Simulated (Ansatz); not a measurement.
Ansatz (an electronic-structure program) input (B3LYP/6-31G**): The .json file is the Basis Set Exchange's 6-31G**.

Ansatz 0.2 input:
```yaml
crystal:
  periodic: [false, false, false]
  atoms:
    - {symbol: Se, position_ang: [1.43267800, 0.84148600, -0.15596500]}
    - {symbol: C, position_ang: [-0.00331900, -0.48646800, 0.12717700]}
    - {symbol: C, position_ang: [-0.90585300, -0.74837200, -1.07423400]}
    - {symbol: C, position_ang: [-2.11878700, -1.45485200, -0.44647400]}
    - {symbol: C, position_ang: [-2.24919800, -0.85747300, 0.98143800]}
    - {symbol: C, position_ang: [-0.97554800, -0.00791300, 1.20799800]}
    - {symbol: H, position_ang: [2.13457600, 0.06330100, -1.19028900]}
    - {symbol: H, position_ang: [0.48246500, -1.40995100, 0.44383000]}
    - {symbol: H, position_ang: [-1.20055800, 0.20637800, -1.51601600]}
    - {symbol: H, position_ang: [-0.41876100, -1.33640200, -1.85259100]}
    - {symbol: H, position_ang: [-1.93387700, -2.52910900, -0.38867000]}
    - {symbol: H, position_ang: [-3.02362400, -1.31946800, -1.03898800]}
    - {symbol: H, position_ang: [-2.32539600, -1.65098100, 1.72516600]}
    - {symbol: H, position_ang: [-3.14552400, -0.24536800, 1.08092900]}
    - {symbol: H, position_ang: [-0.56630700, -0.10931900, 2.21262800]}
    - {symbol: H, position_ang: [-1.19782100, 1.05087200, 1.05138500]}
basis:
  gaussian:
    orbitals: 6-31G__.json
hamiltonian:
  xc: {name: B3LYP}
output: {forces: true}
```

Output:

```
Functional definition: B3LYP
integrals: 0.17 GiB planned
1577 factors; integrals over basis functions are off by at most 1.2e-3 eV
mean field: 1.19 GiB planned
mean field evaluation 1: about -70683.2943 eV, gradient 5.7e1 eV
mean field evaluation 2: about -70675.6485 eV, gradient 7.9e1 eV
mean field evaluation 4: about -70691.1958 eV, gradient 3.9e0 eV
mean field evaluation 8: about -70691.3993 eV, gradient 2.2e-1 eV
mean field evaluation 16: about -70691.3994 eV, gradient 7.3e-5 eV
mean field -70691.39943054 eV, -2597.8610127207 hartree, gradient 7.3e-5 eV, S^2 0.000000; 0 other end points of the search recorded, 0 dependent functions left out
the calculation of the forces begins
reference -70691.39967146 eV, -2597.8610215744 hartree; 37, 37 occupied and 123, 123 virtual orbitals, 1577 factors
Total energy: -70691.39967146 eV, -2597.8610215744 hartree
Atom 0 at     1.432678     0.841486    -0.155965 Å, force     0.167403     0.182897     0.015720 eV/Å
Atom 1 at    -0.003319    -0.486468     0.127177 Å, force     0.034851    -0.035647    -0.004516 eV/Å
Atom 2 at    -0.905853    -0.748372    -1.074234 Å, force    -0.009227    -0.001627    -0.067899 eV/Å
Atom 3 at    -2.118787    -1.454852    -0.446474 Å, force    -0.030221    -0.009313    -0.000983 eV/Å
Atom 4 at    -2.249198    -0.857473     0.981438 Å, force    -0.023801    -0.009245     0.004795 eV/Å
Atom 5 at    -0.975548    -0.007913     1.207998 Å, force    -0.015156     0.021575     0.061888 eV/Å
Atom 6 at     2.134576     0.063301    -1.190289 Å, force     0.036691    -0.031795    -0.050359 eV/Å
Atom 7 at     0.482465    -1.409951     0.443830 Å, force     0.055534    -0.109787     0.046525 eV/Å
Atom 8 at    -1.200558     0.206378    -1.516016 Å, force    -0.038221     0.097371    -0.063770 eV/Å
Atom 9 at    -0.418761    -1.336402    -1.852591 Å, force     0.051789    -0.066590    -0.112061 eV/Å
Atom 10 at    -1.933877    -2.529109    -0.388670 Å, force     0.008885    -0.133522    -0.000072 eV/Å
Atom 11 at    -3.023624    -1.319468    -1.038988 Å, force    -0.110098    -0.001472    -0.079863 eV/Å
Atom 12 at    -2.325396    -1.650981     1.725166 Å, force    -0.026118    -0.094352     0.096514 eV/Å
Atom 13 at    -3.145524    -0.245368     1.080929 Å, force    -0.115557     0.067410     0.028585 eV/Å
Atom 14 at    -0.566307    -0.109319     2.212628 Å, force     0.046308     0.003274     0.128828 eV/Å
Atom 15 at    -1.197821     1.050872     1.051385 Å, force    -0.033063     0.120824    -0.003332 eV/Å
Dipole moment:    -0.251472    -0.303552    -0.036426 e Å
```

The geometry given is a B3LYP-D3(BJ)/def2-TZVP minimum.
